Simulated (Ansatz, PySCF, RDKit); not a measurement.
Noncovalent pair: hydrogen isocyanide (SMILES [C-]#[NH+]) (first 3 atoms) with hydrogen isocyanide (SMILES [C-]#[NH+]); geometry from B3LYP-D3(BJ)/def2-TZVP, rigid monomers moved along the line of their centres of mass till H3···C4 is 2.87 Å.
(charge 0, multiplicity 1):
```xyz
6

C     -0.217     0.394    -1.131
N     -0.116     0.330     0.026
H     -0.028     0.275     1.036
C      0.220     0.119     3.896
N      0.320     0.057     5.048
H      0.407     0.003     6.042
```

Monomers are frozen at their geometry in the pair; levels with a basis set take the counterpoise correction. Rows marked so take none.

Frozen-core correlation. CBS: X⁻³ extrapolation of the correlation energy, Hartree–Fock from the larger set. Rows in 6-31G*, STO-3G carry no dispersion term and start afresh at each structure (6-31G* with six Cartesian d functions).

The values were computed with Ansatz (Gaussian orbitals); PySCF for 6-31G* rows, STO-3G rows, the dispersion terms; RDKit for the force fields. Values without a source in brackets are computed.

```csv
level,interaction energy (meV)
MMFF94,-157.1
HF/STO-3G (no counterpoise),-136.9
HF/6-31G*,-171.7
B3LYP/6-31G*,-193.7
B3LYP-D3(BJ)/def2-TZVPPD,-199.6
PBE0/def2-TZVPPD,-191.1
"MP2/CBS(aug-cc-pVDZ, aug-cc-pVTZ)",[?]
SCS-MP2/aug-cc-pVTZ,-205.2
"CCSD(T)/CBS(aug-cc-pVDZ, aug-cc-pVTZ)",-201.2
```

Problem. What belongs in the gaps?

Solution. 
- MP2/CBS(aug-cc-pVDZ, aug-cc-pVTZ), interaction energy (meV): -214.0

Ansatz is a quantum-chemistry and plane-wave program.
